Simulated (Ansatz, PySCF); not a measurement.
Dimer: HF (SMILES F) (first 2 atoms) with HBr (SMILES Br); geometry from B3LYP-D3(BJ)/def2-TZVP, rigid monomers moved along the line of their centres of mass till F1···H4 is 1.87 Å.
(charge 0, multiplicity 1):
| atom | x (Å) | y (Å) | z (Å) |
|---|---|---|---|
| F | -0.3622 | 0.1354 | 0.3694 |
| H | -0.2203 | -0.7743 | 0.2652 |
| Br | -0.0607 | 0.8722 | 3.5394 |
| H | -0.2326 | 0.7607 | 2.1242 |

Monomers are frozen at their geometry in the pair; levels with a basis set take the counterpoise correction. Rows marked so take none.

Frozen-core correlation. Filled d and f shells under p-block atoms count as core. CBS(a, b) extrapolates the correlation energy as X⁻³ and adds the Hartree–Fock energy of set b. Rows in 3-21G carry no dispersion term and start afresh at each structure; the Pople sets are all-electron and without relativity.

Run with Ansatz (Gaussian basis) for Hartree–Fock, density functionals and correlated methods; PySCF for 3-21G rows. 

### Question
What interaction energy does B3LYP/3-21G (no counterpoise) give?

### Answer
-43 kJ/mol

### Question
What interaction energy does CCSD(T)/CBS(aug-cc-pVTZ, aug-cc-pVQZ) give?

### Answer
-7 kJ/mol

### Question
What is the computed interaction energy (CCSD/aug-cc-pVDZ)?

### Answer
-3 kJ/mol

Ansatz is an electronic-structure program.
